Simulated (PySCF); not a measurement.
**Working out the ionisation energy of W⁺**

W⁺ [Xe] 4f14 5d4 6s1 (6D) → W²⁺ [Xe] 4f14 5d4 (5D). All numbers are calculated (PySCF 2.14, a scalar-relativistic core potential, in def2-TZVPPD with the def2 core potential (60 electrons)). Frozen: nothing. Energies in hartree (1 hartree = 27.21139 eV):

| part | W⁺ (lower) | W²⁺ (upper) |
| --- | --- | --- |
| UHF | -66.103026 | -65.553301 |
| MP2 opposite-spin | -0.161757 | -0.150389 |
| MP2 same-spin | -0.104200 | -0.081008 |

Task: What does Hartree-Fock give?

Result: (-65.553301) − (-66.103026) = 0.549725 hartree = 14.959 eV.

Task: What do MP2 and SCS-MP2 (6/5 opposite-spin, 1/3 same-spin) give?

Result: The opposite-spin parts differ by 0.309 eV and the same-spin parts by 0.631 eV. MP2: 14.959 + (0.309) + (0.631) = 15.899 eV. SCS-MP2: 14.959 + 1.2 × (0.309) + (0.631)/3 = 15.540 eV.

Reference: 16.37 ± 0.15 eV (semi-empirical (NIST evaluation); NIST Atomic Spectra Database, ionization energies), between the lowest levels; spin-orbit coupling is absent from the calculation.

What remains against the reference includes basis incompleteness and correlation beyond second order.
